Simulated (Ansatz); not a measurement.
Mulliken charges of ClH5O2Si2 (`O[SiH](O)[SiH2]Cl`) from ωB97M-V/def2-TZVPP in Ansatz (PBE0-D4/def2-TZVP geometry).

```
atom   x (Å)   y (Å)   z (Å)  charge (e)
  O1  -0.486   0.295  -1.953      -0.380
 Si2  -0.481  -0.387  -0.466       0.526
  O3   0.366  -1.796  -0.547      -0.362
 Si4   0.571   1.147   0.959       0.206
 Cl5   0.704   0.170   2.786      -0.244
  H6  -0.830  -0.216  -2.689       0.180
  H7  -1.861  -0.688   0.017      -0.072
  H8   0.273  -2.416   0.177       0.182
  H9  -0.205   2.393   1.179      -0.020
 H10   1.950   1.498   0.538      -0.016
```

Q: By hand: the dipole of these point charges (1 e Å = 4.8032 D).

A: Σ q r = (-0.248, 0.028, -0.272) e Å, of length 0.369 e Å = 1.77 D.

Q: How does the dipole of the full density compare? (Estimate.)

A: Ansatz gave: (-0.239, -0.220, -0.229) e Å, 1.91 D; the point charges give 0.93 times that, at 38° from its direction.

Point charges leave out the atoms' own dipoles, such as those of lone pairs, and Mulliken's split depends on the basis, so the two needn't agree.
